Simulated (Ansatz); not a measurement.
Consider the ligand exchange at the Si–C bond: `[SiH3]CO[SiH2]Cl` + `C=C=C(N)F` → `C=C=C(F)N[SiH3]` + `CO[SiH2]Cl`.

Program: Ansatz. Geometries: PBE0-D4/def2-TZVP. ΔE: electronic, gas phase. CBS: MP2 limit from def2 TZ/QZ plus the TZ coupled-cluster correction, frozen cores. Functionals use def2-TZVPP. Each species was taken in one conformer, which may not be the lowest.

| level | ΔE (kJ/mol) |
| --- | --- |
| PBE0-D4 | -62.5 |
| ωB97M-V | -66.1 |

(1) What does CCSD(T)/CBS give? (An estimate is asked.)

Largest T1 diagnostic among the species: 0.013.

## Answers

(1) Computed: -68.7 kJ/mol. The listed levels differ from it by 6.2, 2.6 kJ/mol.

From PBE to PBE0 (25 % exact exchange), in def2-TZVPP and without D4, ΔE moves by −4.0 kJ/mol.
